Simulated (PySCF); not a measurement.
## Adding and removing an electron: MgIn

PBE0; Mg def2-SVP, In def2-SVP with ECP28; scalar-relativistic core potentials (PySCF 2.14). Neutral (UKS): doublet (π ↑), Re = 3.023 Å, ωe = 151 cm⁻¹, De = 0.42 eV, HOMO -3.69 eV, LUMO -2.17 eV.

MgIn⁺ (UKS): singlet (closed shell), Re = 3.311 Å, ωe = 132 cm⁻¹, De = 0.82 eV to Mg + In⁺. The energies at the minima are -390.01474 hartree for MgIn and -389.82330 for MgIn⁺.

Question: Work out the adiabatic ionisation energy, without and with harmonic zero-point energies (1 hartree = 27.2114 eV, 1 eV = 8065.5 cm⁻¹), and the change of the bond length.

Answer: At PBE0: 0.19144 hartree = 5.209 eV between the minima; the zero-point term (132.0 − 151.0)/2 cm⁻¹ = -0.001 eV makes it 5.208 eV. Re changes by +28.8 pm against the neutral. The electron leaves a π orbital, and the longer bond of the ion fits a bonding orbital, or a change in how ionic the bond is.

Closed-shell solutions of metal pairs were not tested for spin polarisation, which can lower them a little. Weak bonds: MgIn. Basis-set superposition, not corrected here, can be much of De in a small basis, most of all at correlated wavefunction levels. These are scalar-relativistic numbers at best; spin–orbit coupling would shift them, the dissociation energy most. For an ion De counts to the pair picked by the measured ionisation energies or electron affinities, which need not be the lowest pair at this level. States were picked by a PBE0 search and need not be the measured ground states.
